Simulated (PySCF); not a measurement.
Match the calculated data to a structure.

All candidates are C9H16.

* 13C NMR: chemical shifts (computed TMS as zero) by class: 42.5 (1 C), 34.5 (1 C), 31.4 (1 C), 29.6 (1 C), 29.5 (1 C), 25.1 (1 C), 22.6 (1 C), 22.3 (1 C), 15.3 (1 C) ppm [GIAO PBE/pcSseg-1]
* UV, first state: lowest singlet excitation: 7.67 eV (162 nm, f = 0.031) [TDDFT wB97X-D/def2-SVPD]
* XPS: C1s 290.0, C1s 290.1, C1s 290.1, C1s 290.2, C1s 290.2, C1s 290.2, C1s 290.2, C1s 290.2, C1s 290.4 eV [ΔSCF SCAN, pcX-2 on the ionised atom, pcseg-1 elsewhere, spin-free X2C]
* Rotational structure: rotational constants A, B, C: 3.098, 1.164, 1.000 GHz [PBE0-D3(BJ)/def2-SVP]
* 1H NMR: chemical shifts (computed TMS as zero) by class: 1.74 (1 H), 1.72 (1 H), 1.66 (1 H), 1.56 (1 H), 1.55 (1 H), 1.45 (1 H), 1.40 (1 H), 1.23 (1 H), 1.06 (3 H), 1.02 (1 H), 0.58 (1 H), 0.37 (1 H), 0.36 (1 H), -0.21 (1 H) ppm [GIAO PBE/pcSseg-1]
* UV, strongest line: among the 10 lowest singlet transitions: S10 at 9.02 eV (137 nm, f = 0.039) [TDDFT wB97X-D/def2-SVPD]

Electronic properties: PySCF, gas phase, density fitting. Levels stand in brackets. One conformer (not necessarily the lowest) at the PBE0-D3(BJ)/def2-SVP geometry, without solvent, vibrations or thermal averaging. NMR values are class means; diastereotopic atoms form classes of their own.

Task: Which candidate is it?
A. `C1CCC2(C1)CCCC2`
B. `C=C(C)C(=C)C(C)(C)C`
C. `C#CC[C@@H](C)CC(C)C`
D. `C[C@H]1CC12CCCCC2`

Result: D. It is `C[C@H]1CC12CCCCC2`. Numbering: `[CH3:1][C@H:2]1[CH2:3][C:4]12[CH2:5][CH2:6][CH2:7][CH2:8][CH2:9]2`. Its formula, C9H16, gives 2 degrees of unsaturation: 2 rings and 0 π bonds in the structure found. 9 carbons fall into 9 classes; from least to most shielded: ring CH2 carbon [C9] (42.5 ppm), ring CH2 carbon [C5] (34.5 ppm), ring CH2 carbon [C7] (31.4 ppm), ring CH2 carbon [C6] (29.6 ppm), ring CH2 carbon [C8] (29.5 ppm), sp3 carbon at a ring junction [C4] (25.1 ppm), three-membered-ring carbon [C2] (22.6 ppm), three-membered-ring carbon [C3] (22.3 ppm), methyl carbon [C1] (15.3 ppm). Hydrogen classes from least to most shielded: 1 H on a ring CH2 carbon, C9 (1.74 ppm), 1 H on a ring CH2 carbon, C7 (1.72 ppm), 1 H on a ring CH2 carbon, C6 (1.66 ppm), 1 H on a ring CH2 carbon, C8 (1.56 ppm), 1 H on a ring CH2 carbon, C5 (1.55 ppm), 1 H on a ring CH2 carbon, C8 (1.45 ppm), 1 H on a ring CH2 carbon, C6 (1.40 ppm), 1 H on a ring CH2 carbon, C7 (1.23 ppm), 3 H on a methyl carbon, C1 (1.06 ppm, a mean of values up to 0.9 ppm apart in this geometry), 1 H on a ring CH2 carbon, C5 (1.02 ppm), 1 H on a ring CH2 carbon, C9 (0.58 ppm), 1 H on a three-membered-ring carbon, C3 (0.37 ppm); 2 more classes are left out. The core levels belong to: C1s 290.0 eV, three-membered-ring carbon [C3]; C1s 290.1 eV, sp3 carbon at a ring junction [C4]; C1s 290.1 eV, three-membered-ring carbon [C2]; C1s 290.2 eV, ring CH2 carbon [C8]; C1s 290.2 eV, ring CH2 carbon [C9]; C1s 290.2 eV, ring CH2 carbon [C5]; C1s 290.2 eV, ring CH2 carbon [C6]; C1s 290.2 eV, ring CH2 carbon [C7]; C1s 290.4 eV, methyl carbon [C1]. The optimised geometry has point group C1 and is an asymmetric top.

The others, at the same levels:
- `C1CCC2(C1)CCCC2` fails: its computed core binding energies are C1s 290.0 (×4), C1s 290.0, C1s 290.2 (×4) eV, lowest singlet excitation is 8.54 eV (145 nm, f = 0.025) (against 7.67 eV) and strongest line among the 10 lowest singlet transitions is S9 at 9.38 eV (132 nm, f = 0.030) (against S10 at 9.02 eV).
- `C#CC[C@@H](C)CC(C)C` fails: its computed lowest singlet excitation is 6.56 eV (189 nm, f = 0.000) (against 7.67 eV), rotational constant A is 2.033 GHz (against 3.098 GHz) and smallest rotational constant is 0.868 GHz (against 1.000 GHz).
- `C=C(C)C(=C)C(C)(C)C` fails: it has 7 carbon classes against 9; its computed 13C shifts are 171.0 (1 C), 157.4 (1 C), 118.6 (1 C), 114.2 (1 C), 40.1 (1 C), 31.8 (1 C), 31.5 (3 C) ppm, 1H shifts are 5.30 (1 H), 5.22 (1 H), 4.93 (1 H), 4.75 (1 H), 2.01 (3 H), 1.13 (9 H) ppm and rotational constant A is 2.214 GHz (against 3.098 GHz).

Each candidate is one conformer, not necessarily the lowest. Dipoles, sizes and rotational constants follow the conformer. The torsions of the flexible species, by atom-mapped SMILES:
- `[CH:1]#[C:2][CH2:3][C@@H:4]([CH3:5])[CH2:6][CH:7]([CH3:8])[CH3:9]`: C2–C3–C4–C5 -68°, C3–C4–C6–C7 54°, C4–C6–C7–C8 -179°
- `[CH2:1]=[C:2]([CH3:3])[C:4](=[CH2:5])[C:6]([CH3:7])([CH3:8])[CH3:9]`: C1–C2–C4–C5 97°, C2–C4–C6–C7 -170°

The conformers of `C[C@H]1CC12CCCCC2` and `C1CCC2(C1)CCCC2` aren't listed.
